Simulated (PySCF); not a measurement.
A mixed set of molecules.

All values: CAM-B3LYP/def2-SVPD (PySCF) at GFN2-xTB geometries, gas phase, one conformer each. Core orbitals are frozen in the response; Δα² is half the sum of the squared differences of the principal polarisabilities.

Task: Rank by HOMO–LUMO gap, lowest first.
A. `CO[C@@H]1[C@H](C)[Si@@H]1S`
B. `FC(F)(F)c1pccs1`
C. `COC(=O)c1ccnnn1`
D. `O=CC1=NC=CN1[SiH3]`
E. `FC1=CC=CC(F)=N1`

Result: C (7.14 eV), D (7.36 eV), B (7.62 eV), A (8.43 eV), E (8.84 eV).

Task: Rank by HOMO energy, highest first.
A. `Fc1cccc(F)n1`
B. `O=Cc1nccn1[SiH3]`
C. `CO[C@@H]1[C@H](C)[Si@@H]1S`
D. `FC(F)(F)c1pccs1`

Result: C (-7.70 eV), B (-8.53 eV), D (-8.81 eV), A (-9.08 eV).

All values together:

```json
{"SMILES": "COC(=O)c1ccnnn1", "formula": "C5H5N3O2", "μ (D)": "3.28", "HOMO (eV)": "-8.75", "LUMO (eV)": "-1.61", "α (Å³)": "12.30", "Δα (Å³)": "7.60", "electrons": "72", "α per electron (Å³)": "0.171"}
{"SMILES": "Fc1cccc(F)n1", "formula": "C5H3F2N", "μ (D)": "3.99", "HOMO (eV)": "-9.08", "LUMO (eV)": "-0.25", "α (Å³)": "9.22", "Δα (Å³)": "5.43", "electrons": "58", "α per electron (Å³)": "0.159"}
{"SMILES": "CO[C@@H]1[C@H](C)[Si@@H]1S", "formula": "C4H10OSSi", "μ (D)": "2.25", "HOMO (eV)": "-7.70", "LUMO (eV)": "0.73", "α (Å³)": "14.77", "Δα (Å³)": "3.83", "electrons": "72", "α per electron (Å³)": "0.205"}
{"SMILES": "O=Cc1nccn1[SiH3]", "formula": "C4H6N2OSi", "μ (D)": "1.62", "HOMO (eV)": "-8.53", "LUMO (eV)": "-1.17", "α (Å³)": "13.09", "Δα (Å³)": "7.17", "electrons": "66", "α per electron (Å³)": "0.198"}
{"SMILES": "FC(F)(F)c1pccs1", "formula": "C4H2F3PS", "μ (D)": "3.80", "HOMO (eV)": "-8.81", "LUMO (eV)": "-1.19", "α (Å³)": "12.99", "Δα (Å³)": "6.19", "electrons": "84", "α per electron (Å³)": "0.155"}
```

Conformers: `[CH3:1][O:2][C:3](=[O:4])[c:5]1[cH:6][cH:7][n:8][n:9][n:10]1` with C1–O2–C3–O4 0°, O2–C3–C5–C6 180°; `[CH3:1][O:2][C@@H:3]1[C@H:4]([CH3:5])[Si@@H:6]1[SH:7]` with C1–O2–C3–C4 -89°, C4–Si6–S7–H -62°; `[O:1]=[CH:2][c:3]1[n:4][cH:5][cH:6][n:7]1[SiH3:8]` with O1–C2–C3–N4 180°.
